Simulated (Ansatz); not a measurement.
Computed with Ansatz (a program for electronic structure) with PBE0-D3(BJ)/def2-TZVP. No frequencies were computed at this level.

Ansatz 0.2 input:
```yaml
crystal:
  periodic: [false, false, false]
  atoms:
    - { symbol: F, position_ang: [-0.997461, 1.90999, -0.086079] }
    - { symbol: Sn, position_ang: [0.000774, 0.000037, 0.267781] }
    - { symbol: F, position_ang: [-1.155688, -1.818313, -0.086716] }
    - { symbol: F, position_ang: [2.152375, -0.091714, -0.094986] }
basis:
  gaussian: { orbitals: def2-tzvp }
hamiltonian:
  xc: pbe0
  dispersion: d3bj
relax:
  max_steps: 150
magnetization:
  spin_polarized: true
  initial_magnetization: 1
```

Output:

```
Functional definition: PBE0
929 factors; their error is unknown
mean field evaluation 1: about -13970.0197 eV, gradient 4.8e1 eV
mean field evaluation 2: about -13919.3706 eV, gradient 1.3e2 eV
mean field evaluation 4: about -13978.1308 eV, gradient 2.5e0 eV
mean field evaluation 8: about -13978.1583 eV, gradient 5.5e-2 eV
mean field evaluation 16: about -13978.2807 eV, gradient 7.5e-5 eV
mean field -13978.28073691 eV, -513.6923422624 hartree, gradient 7.5e-5 eV, S^2 0.765296; 0 other end points of the search recorded, 0 dependent functions left out
reference -13978.28076665 eV, -513.6923433554 hartree; 25, 24 occupied and 118, 119 virtual orbitals, 929 factors
relax step   1: F+E_penalty+E_count = -13978.32076837 eV  Δ(F+E_penalty+E_count) = +0.000e0 eV  max|allowed force component| = 2.742e0 eV/Å  Δτ_max = 0.0000 Å  (32 SCF iters, accepted)
these checks for a lower state are left out or cut short: starts, cluster_reference, orbital_swaps, neighbouring_geometries, increment
929 factors; their error is unknown
mean field -13979.52783550 eV, -513.7381722901 hartree, gradient 6.5e-6 eV, S^2 0.755941; 0 other end points of the search recorded, 0 dependent functions left out
reference -13979.52786570 eV, -513.7381734001 hartree; 25, 24 occupied and 118, 119 virtual orbitals, 929 factors
relax step   2: F+E_penalty+E_count = -13979.56950004 eV  Δ(F+E_penalty+E_count) = -1.249e0 eV  max|allowed force component| = 1.119e0 eV/Å  Δτ_max = 0.1949 Å  (39 SCF iters, accepted)
these checks for a lower state are left out or cut short: starts, cluster_reference, orbital_swaps, neighbouring_geometries, increment
929 factors; their error is unknown
mean field evaluation 32: about -13979.9587 eV, gradient 1.9e-5 eV
mean field -13979.95872390 eV, -513.7540071470 hartree, gradient 1.9e-5 eV, S^2 0.753392; 0 other end points of the search recorded, 0 dependent functions left out
reference -13979.95875392 eV, -513.7540082501 hartree; 25, 24 occupied and 118, 119 virtual orbitals, 929 factors
relax step   3: F+E_penalty+E_count = -13980.00175224 eV  Δ(F+E_penalty+E_count) = -4.323e-1 eV  max|allowed force component| = 9.015e-1 eV/Å  Δτ_max = 0.1937 Å  (36 SCF iters, accepted)
these checks for a lower state are left out or cut short: starts, cluster_reference, orbital_swaps, neighbouring_geometries, increment
929 factors; their error is unknown
mean field -13979.98382629 eV, -513.7549296426 hartree, gradient 2.5e-5 eV, S^2 0.753528; 0 other end points of the search recorded, 0 dependent functions left out
reference -13979.98385548 eV, -513.7549307153 hartree; 25, 24 occupied and 118, 119 virtual orbitals, 929 factors
relax step   4: F+E_penalty+E_count = -13980.02754677 eV  Δ(F+E_penalty+E_count) = -2.579e-2 eV  max|allowed force component| = 1.092e0 eV/Å  Δτ_max = 0.1950 Å  (37 SCF iters, accepted)
these checks for a lower state are left out or cut short: starts, cluster_reference, orbital_swaps, neighbouring_geometries, increment
929 factors; their error is unknown
mean field -13980.02605391 eV, -513.7564814792 hartree, gradient 1.6e-5 eV, S^2 0.753276; 0 other end points of the search recorded, 0 dependent functions left out
reference -13980.02608347 eV, -513.7564825654 hartree; 25, 24 occupied and 118, 119 virtual orbitals, 929 factors
relax step   5: F+E_penalty+E_count = -13980.06953110 eV  Δ(F+E_penalty+E_count) = -4.198e-2 eV  max|allowed force component| = 3.660e-2 eV/Å  Δτ_max = 0.0796 Å  (33 SCF iters, accepted)
these checks for a lower state are left out or cut short: starts, cluster_reference, orbital_swaps, neighbouring_geometries, increment
929 factors; their error is unknown
mean field -13980.02614282 eV, -513.7564847464 hartree, gradient 1.9e-5 eV, S^2 0.753242; 0 other end points of the search recorded, 0 dependent functions left out
reference -13980.02617237 eV, -513.7564858324 hartree; 25, 24 occupied and 118, 119 virtual orbitals, 929 factors
relax step   6: F+E_penalty+E_count = -13980.06964794 eV  Δ(F+E_penalty+E_count) = -1.168e-4 eV  max|allowed force component| = 7.930e-3 eV/Å  Δτ_max = 0.0033 Å  (35 SCF iters, accepted)
929 factors; their error is unknown
mean field evaluation 64: about -13979.9151 eV, gradient 7.6e-2 eV
mean field -13980.02614282 eV, -513.7564847464 hartree, gradient 2.9e-5 eV, S^2 0.753242; 1 other end points of the search recorded, 0 dependent functions left out
reference -13980.02617237 eV, -513.7564858324 hartree; 25, 24 occupied and 118, 119 virtual orbitals, 929 factors
Total energy: -13980.06967749 eV, -513.7580846163 hartree
Atom 0 at    -0.813542     1.557572    -0.183387 Å, force    -0.002979     0.005694    -0.002522 eV/Å
Atom 1 at     0.001490    -0.000165     0.557774 Å, force    -0.000158     0.000352     0.007930 eV/Å
Atom 2 at    -0.942851    -1.482842    -0.183798 Å, force    -0.003612    -0.005729    -0.002692 eV/Å
Atom 3 at     1.754903    -0.074565    -0.190589 Å, force     0.006749    -0.000317    -0.002716 eV/Å
Dipole moment:     0.001746    -0.000217     0.649036 e Å
```

Cost: very roughly 30 core-seconds.
